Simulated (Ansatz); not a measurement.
Species: WH2 (charge 0, quintet). The spin state was set by rule; other spins were not relaxed. 
Coordinates optimised at B3LYP-D3(BJ)/def2-TZVP (Ansatz, an electronic-structure program):
SMILES: [WH2]
```xyz
3

W     -0.0002     0.0000    -0.0249
H      1.4421     0.0069     0.9118
H     -1.4290    -0.0085     0.9321
```
Charge 0, spin multiplicity 5.

Parts of the frozen-core correlation energy in def2-SVP (Ansatz, hartree). Frozen orbitals: 4; correlated occupied orbitals by spin: 6 and 2; virtual: 32 and 36. Open shells are spin-unrestricted. No spin-orbit coupling. Past Kr the def2 sets carry scalar-relativistic core potentials.

| term | value |
|---|---|
| reference (HF) | -67.47303 |
| MP2 opposite-spin | -0.06258 |
| MP2 same-spin | -0.04258 |
| CCSD correlation | -0.12696 |
| (T) | -0.00313 |
| CCSDT minus CCSD(T) | -0.00069 |
| CCSDT(Q) minus CCSD(T) | -0.00080 |
| T1 diagnostic | 0.031 |
| largest doubles amplitude | 0.033 |
| <S^2> of the reference | 6.067 |
